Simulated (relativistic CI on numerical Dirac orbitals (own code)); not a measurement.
Electric-dipole transitions in Tb²⁹⁺

Calculated at this level of theory: Dirac-Coulomb-Breit CI, separate exchange-only KLI orbitals for each configuration, model QED (radiative potential, 1s self-energy scaled to tabulated hydrogen-like ionisation energies), unscaled Slater integrals (own radial code, finite nucleus).

Configurations in the expansion (outside the closed core [Ar] 3d10): 4s²4p⁶, 4s²4p⁵4d, 4s4p⁶4d, 4s²4p⁵4f, 4s4p⁶4f, 4s²4p⁵5s, 4p⁶4d4f, 4s²4p⁵5p, 4s4p⁶5s, 4s²4p⁵5d, 4s4p⁶5p, 4s²4p⁵5f, 4s²4p⁵5g, 4s4p⁶5d, 4s²4p⁵6s, 4p⁶4f5s, 4s4p⁶5f, 4s²4p⁵6p, 4s²4p⁵6d, 4s4p⁶5g, 4s²4p⁵6f, 4p⁶4d², 4p⁵4d³, 4p⁵4d²4f, 4p⁵4d²5s, 4p⁵4d²5p, 4p⁶4f², 4p⁵4d4f², 4p⁵4f³, 4p⁵4f²5s, 4p⁵4f²5p, 4p⁶4d5s, 4p⁵4d4f5s, 4p⁵4d5s², 4p⁵4d5s5p. Double excitations out of closed p, d and f shells are left out; levels of such configurations are missing from the list, as are those of other unlisted configurations, and high levels can miss mixing partners. These lack a partner that the ground configuration has and come out too high: 4s²4p⁵5d, 4s²4p⁵5f, 4s²4p⁵5g, 4s²4p⁵6s, 4s²4p⁵6p.

```
λ vac (nm)               Lower                Upper   A (s⁻¹)        gf  Branching (%)
    2.4812   4s²4p⁵4d ³F°3 [4]    4s²4p⁵5f ³G4 [75]  2.11e+12  1.75e+00           85.3
    2.5097   4s²4p⁵4d ³F°4 [6]    4s²4p⁵5f ³G5 [76]  2.46e+12  2.56e+00           96.5
    3.2508   4s4p⁶4f ³F°3 [31]    4s4p⁶5g ³G4 [343]  3.90e+12  5.57e+00           77.3
    3.2537   4s²4p⁵4f ³G3 [26]  4s²4p⁵5g ³H°4 [212]  4.99e+12  7.13e+00           96.1
    3.2583   4s4p⁶4f ³F°4 [32]    4s4p⁶5g ³G5 [348]  4.21e+12  7.38e+00           84.6
    3.2640   4s²4p⁵4f ³G4 [19]  4s²4p⁵5g ³H°5 [138]  4.87e+12  8.55e+00           94.8
    3.2681   4s²4p⁵4f ³G5 [18]  4s²4p⁵5g ³H°6 [132]  5.11e+12  1.06e+01           99.6
    3.2710   4s²4p⁵4f ³F3 [21]  4s²4p⁵5g ¹G°4 [145]  4.35e+12  6.28e+00           83.0
    3.2766   4s²4p⁵4f ³G4 [28]  4s²4p⁵5g ³H°5 [216]  5.12e+12  9.07e+00           99.4
    3.2800   4s²4p⁵4f ³D3 [27]  4s²4p⁵5g ³F°4 [213]  5.05e+12  7.33e+00           92.7
    3.2882   4s4p⁶4f ¹F°3 [33]    4s4p⁶5g ¹G4 [356]  3.93e+12  5.74e+00           86.0
    3.2909   4s²4p⁵4f ³F4 [24]  4s²4p⁵5g ³G°5 [146]  4.79e+12  8.55e+00           91.8
    3.2936   4s²4p⁵4f ³F2 [29]  4s²4p⁵5g ³G°3 [217]  4.71e+12  5.36e+00           88.8
    3.3002   4s²4p⁵4f ³D3 [23]  4s²4p⁵5g ³F°4 [142]  3.80e+12  5.59e+00           70.4
    3.3201   4s²4p⁵4f ¹D2 [25]  4s²4p⁵5g ¹F°3 [148]  3.98e+12  4.60e+00           76.6
    6.4867     4p⁶4d² ³F4 [49]    4p⁵4d³ ³F°4 [225]  1.89e+12  1.07e+01            n/a
    6.5674     4p⁶4d² ¹G4 [52]    4p⁵4d³ ¹G°4 [232]  2.01e+12  1.17e+01            n/a
    6.5715      4s²4p⁶ ¹S0 [1]   4s²4p⁵4d ¹P°1 [13]  1.83e+12  3.55e+00          100.0
    6.5859     4p⁶4d² ³P2 [53]    4p⁵4d³ ³D°3 [235]  1.80e+12  8.21e+00            n/a
    6.5904     4p⁶4d² ¹G4 [52]    4p⁵4d³ ³G°5 [230]  1.67e+12  1.20e+01            n/a
    6.8898     4p⁶4d² ³F4 [49]   4p⁶4d4f ¹H°5 [210]  1.43e+12  1.12e+01            n/a
    7.0212     4p⁶4d² ³F2 [44]   4p⁶4d4f ³G°3 [185]  1.44e+12  7.47e+00            n/a
    7.6639   4s²4p⁵4d ³D°2 [5]    4s²4p⁵4f ³F3 [21]  2.67e+11  1.65e+00           64.4
    7.7517   4s²4p⁵4d ³F°3 [4]    4s²4p⁵4f ³G4 [19]  3.49e+11  2.83e+00           92.6
    7.8933   4s²4p⁵4d ¹D°2 [7]    4s²4p⁵4f ³D3 [23]  3.48e+11  2.28e+00           58.0
    8.0227  4s²4p⁵4d ³D°2 [11]    4s²4p⁵4f ³D3 [27]  4.00e+11  2.70e+00           87.9
    8.0688   4s²4p⁵4d ³F°4 [6]    4s²4p⁵4f ³G5 [18]  3.34e+11  3.59e+00          100.0
    8.1208  4s²4p⁵4d ³F°3 [12]    4s²4p⁵4f ³G4 [28]  3.39e+11  3.01e+00           99.3
    8.1242   4s²4p⁵4d ³D°3 [8]    4s²4p⁵4f ³F4 [24]  3.14e+11  2.80e+00           87.6
    9.4869   4s²4p⁵4d ³F°4 [6]     4s4p⁶4d ³D3 [16]  1.95e+11  1.84e+00           70.4
```

Terms are leading LS components. Brackets give the number of a level in order of energy, since labels repeat. The list gives strong lines, with weight on those to low levels, without lines whose two gauges differ by over a factor of 2.5, among the lowest 400 of 2891 levels, so that lines to higher ones, which can be the strongest, are missing. Levels whose partners in the same complex of configurations lie outside the list can be far off, and so can their lines. Rates are taken at the computed energies, electric ones in the length gauge.

At this charge energies of transitions that change n are usually good to better than 1 %, and those within a shell (Δn = 0) to a few per cent.

LS names give the leading component of a level, which can be under half, so a name can repeat, a term be missing and a line seem to break the LS rules.
